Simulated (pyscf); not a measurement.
Structures and frequencies: ωB97X-D3(BJ)/def2-SVP in PySCF.

SMILES: O[Si](O)(O)[SiH2][SiH3]
```xyz
14

O      1.0258    -2.1605    -0.1010
Si     0.0022    -0.8482    -0.0352
O      0.4064    -0.0719     1.3739
O     -1.6058    -1.2509     0.0606
Si     0.0603     0.5037    -1.9232
Si    -2.0415     1.5092    -2.0085
H      1.0574    -2.6482    -0.9303
H      1.3081    -0.2041     1.6847
H     -1.9155    -1.5968     0.9060
H      1.1580     1.5129    -1.8266
H      0.2898    -0.3154    -3.1551
H     -2.1056     2.5770    -3.0515
H     -2.3425     2.1219    -0.6820
H     -3.0667     0.4727    -2.3186
```
Charge 0, spin multiplicity 1.

Problem. What is the homolytic dissociation enthalpy (298 K, ωB97M-D3(BJ)/def2-TZVP) of the Si–Si bond of `[OH][Si]([OH])([OH])[SiH2][SiH3]`, to HO–Si•(OH)–OH + •H₂Si–SiH₃?

Solution. Si–Si to HO–Si•(OH)–OH + •H₂Si–SiH₃: 79.0 kcal/mol. The 7 functionals that were run give +70.9 (r²SCAN) to +83.2 kcal/mol (ωB97X-D3(BJ)). HO–Si(OH)(OH)–SiH₂–SiH₃ lies 51.4 kcal/mol over its isomer HO–SiH(O–SiH₃)–O–SiH₃ (electronic energy, ωB97M-D3(BJ)). Other isomers of HO–Si•(OH)–OH, •H₂Si–SiH₃ were not searched in full and may lie lower.
